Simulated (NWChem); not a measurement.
Program: NWChem. System: dimethyl selenide (C2H6Se), charge 0, spin multiplicity 1, at a geometry optimised with PBE0/def2-SVP. Level: CCSD(T)/def2-SVP, 11 core orbitals frozen.

Job file:

```
start mol
memory heap 100 mb stack 700 mb global 1900 mb
geometry units angstroms nocenter noautoz
  C     -1.456391     0.000000     0.812448
  Se     0.000000     0.000000    -0.470305
  C      1.456391     0.000000     0.812448
  H     -1.424563     0.900680     1.441522
  H     -2.392542     0.000000     0.237458
  H     -1.424563    -0.900680     1.441522
  H      1.424563     0.900680     1.441522
  H      2.392542     0.000000     0.237458
  H      1.424563    -0.900680     1.441522
  symmetry group C2v
end
basis spherical
  * library def2-svp
end
scf
  rhf
  nopen 0
  maxiter 100
  thresh 1e-7
  semidirect memsize 60000000 filesize 0
end
ccsd
  freeze core 11
  maxiter 60
end
task ccsd(t) energy
```

NWChem printed:

```
             Northwest Computational Chemistry Package (NWChem) 7.3.0
             --------------------------------------------------------

                                NWChem Input Module
                                -------------------

 Scaling coordinates for geometry "geometry" by  1.889725989
 (inverse scale =  0.529177249)

 Turning off AUTOSYM since
 SYMMETRY directive was detected!

                             Geometry "geometry" -> ""
                             -------------------------

 Output coordinates in angstroms (scale by  1.889725989 to convert to a.u.)

  No.       Tag          Charge          X              Y              Z
 ---- ---------------- ---------- -------------- -------------- --------------
    1 C                    6.0000    -1.45639100     0.00000000     0.81244800
    2 Se                  34.0000     0.00000000     0.00000000    -0.47030500
    3 C                    6.0000     1.45639100     0.00000000     0.81244800
    4 H                    1.0000    -1.42456300     0.90068000     1.44152200
    5 H                    1.0000    -2.39254200     0.00000000     0.23745800
    6 H                    1.0000    -1.42456300    -0.90068000     1.44152200
    7 H                    1.0000     1.42456300     0.90068000     1.44152200
    8 H                    1.0000     2.39254200     0.00000000     0.23745800
    9 H                    1.0000     1.42456300    -0.90068000     1.44152200

 Effective nuclear repulsion energy (a.u.)     186.6170406451

            Nuclear Dipole moment (a.u.)
            ----------------------------
        X                 Y               Z
 ---------------- ---------------- ----------------
    -0.0000000000     0.0000000000     0.0000188973

      Symmetry information
      --------------------

 Group name             C2v
 Group number             16
 Group order               4
 No. of unique centers     4

      Symmetry unique atoms

     1    2    4    5


 Summary of "ao basis" -> "" (spherical)
 ------------------------------------------------------------------------------
       Tag                 Description            Shells   Functions and Types
[...]
 ccsd(t): done       34 out of       64 progress:   53.1%
 ccsd(t): done       35 out of       64 progress:   54.7%
 ccsd(t): done       36 out of       64 progress:   56.2%
 ccsd(t): done       37 out of       64 progress:   57.8%
 ccsd(t): done       38 out of       64 progress:   59.4%
 ccsd(t): done       39 out of       64 progress:   60.9%
 ccsd(t): done       40 out of       64 progress:   62.5%
 ccsd(t): done       41 out of       64 progress:   64.1%
 ccsd(t): done       42 out of       64 progress:   65.6%
 ccsd(t): done       43 out of       64 progress:   67.2%
 ccsd(t): done       44 out of       64 progress:   68.8%
 ccsd(t): done       45 out of       64 progress:   70.3%
 ccsd(t): done       46 out of       64 progress:   71.9%
 ccsd(t): done       47 out of       64 progress:   73.4%
 ccsd(t): done       48 out of       64 progress:   75.0%
 ccsd(t): done       49 out of       64 progress:   76.6%
 ccsd(t): done       50 out of       64 progress:   78.1%
 ccsd(t): done       51 out of       64 progress:   79.7%
 ccsd(t): done       52 out of       64 progress:   81.2%
 ccsd(t): done       53 out of       64 progress:   82.8%
 ccsd(t): done       54 out of       64 progress:   84.4%
 ccsd(t): done       55 out of       64 progress:   85.9%
 ccsd(t): done       56 out of       64 progress:   87.5%
 ccsd(t): done       57 out of       64 progress:   89.1%
 ccsd(t): done       58 out of       64 progress:   90.6%
 ccsd(t): done       59 out of       64 progress:   92.2%
 ccsd(t): done       60 out of       64 progress:   93.8%
 ccsd(t): done       61 out of       64 progress:   95.3%
 ccsd(t): done       62 out of       64 progress:   96.9%
 ccsd(t): done       63 out of       64 progress:   98.4%
 ccsd(t): done       64 out of       64 progress:  100.0%
 Time for integral evaluation pass     1        6.83
 Time for triples evaluation pass      1       24.70

 pseudo-e(mp4)  -0.16378275501888E-01
 pseudo-e(mp5)   0.65401133748821E-03
        e(t)    -0.15724264164400E-01

 --------------
 CCSD(T) Energy
 --------------
 Reference energy:                   -2478.709107256462630

 CCSD corr. energy:                     -0.567510012343029
 T(CCSD) corr. energy:                  -0.016378275501888
 Total CCSD+T(CCSD) energy:          -2479.292995544307360

 CCSD corr. energy:                     -0.567510012343029
 (T) corr. energy:                      -0.015724264164400
 Total CCSD(T) energy:               -2479.292341532970113

 routine      calls  cpu(0)   cpu-min  cpu-ave  cpu-max   i/o
 aoccsd          1     0.06     0.06     0.06     0.06    0.00
 iterdrv         1     0.07     0.07     0.07     0.07    0.00
 pampt          11     0.38     0.38     0.38     0.38    0.00
 t2pm           11     0.67     0.67     0.67     0.67    0.00
 sxy            11     2.29     2.29     2.29     2.29    0.00
 ints      8875339   120.56   120.56   120.56   120.56    0.00
 t2eri        9933    58.70    58.70    58.70    58.70    0.00
 idx2         9933     6.24     6.24     6.24     6.24    0.00
 idx34          11     0.46     0.46     0.46     0.46    0.00
 ht2pm          11     0.82     0.82     0.82     0.82    0.00
 itm            11     5.93     5.93     5.93     5.93    0.00
 pdiis          11     0.11     0.11     0.11     0.11    0.00
 triples         1     0.00     0.00     0.00     0.00    0.00
 rdtrpo          1     0.05     0.05     0.05     0.05    0.00
 trpmos          1     6.83     6.83     6.83     6.83    0.00
 trpdrv          1     3.10     3.10     3.10     3.10    0.00
 dovvv      230400    10.52    10.52    10.52    10.52    0.00
 doooo      230400     3.37     3.37     3.37     3.37    0.00
 tengy      216000     7.49     7.49     7.49     7.49    0.00
 Total               227.63   227.63   227.63   227.63    0.00

 Task  times  cpu:      239.1s     wall:      239.1s

 Total times  cpu:      239.1s     wall:      239.1s
```
